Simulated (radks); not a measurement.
Results of a calculation; reference values are marked as such.
Effect of the nuclear size on the argon ion Ar+, [Ne] 3s2 3p5. Code: a radial shooting solver on a logarithmic mesh with Libxc functionals. Model: Dirac Kohn-Sham, LDA (Slater exchange, Perdew-Wang correlation), spin-unpolarised, spherical densities, finite nucleus; open shells fill j = l - 1/2 first; Fermi nuclear charge, rms radius 3.4274 fm. The rms radius is varied about that value; shifts are against it.

rms radius (fm)  total energy shift (eV)  density at nucleus (e/bohr^3)  1s1/2 shift (meV)  2s1/2 shift (meV)
2.9441                          -0.00484                           4320              -2.04             -0.154
3.0847                          -0.00351                           4315              -1.48             -0.111
3.4274                                 0                           4306              0.000              0.000
3.6228                           0.00216                           4301              0.911              0.069
3.8455                           0.00477                           4296               2.01              0.151

Slopes of the eigenvalues against <r^2> in GHz/fm^2, as finite differences over the two radii next to the reference (eigenvalue slopes, not the field-shift constants of lines): 1s1/2 160, 2s1/2 12.0.
